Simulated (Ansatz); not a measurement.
Input for Ansatz (development build ahead of 0.2.0):

```yaml
crystal:
  periodic: [false, false, false]
  atoms:
    - { symbol: Li, position_ang: [0.94169, 0.03196, -0.02789] }
    - { symbol: Li, position_ang: [-0.94343, 0.02795, -0.03171] }
    - { symbol: F, position_ang: [0.01418, 1.11676, 0.03574] }
    - { symbol: F, position_ang: [0.0033, -1.10938, -0.04099] }
basis:
  gaussian: { orbitals: def2-SVP }
hamiltonian:
  xc: hf
```

The input is written out in the form of the current development build from the run's settings.

Results

```yaml
Converged: yes
Total_energy: -213.74276 hartree
Spin_squared_of_the_determinant: 0.000
```

Caution: no unrestricted run beside it, a lower state can exist.
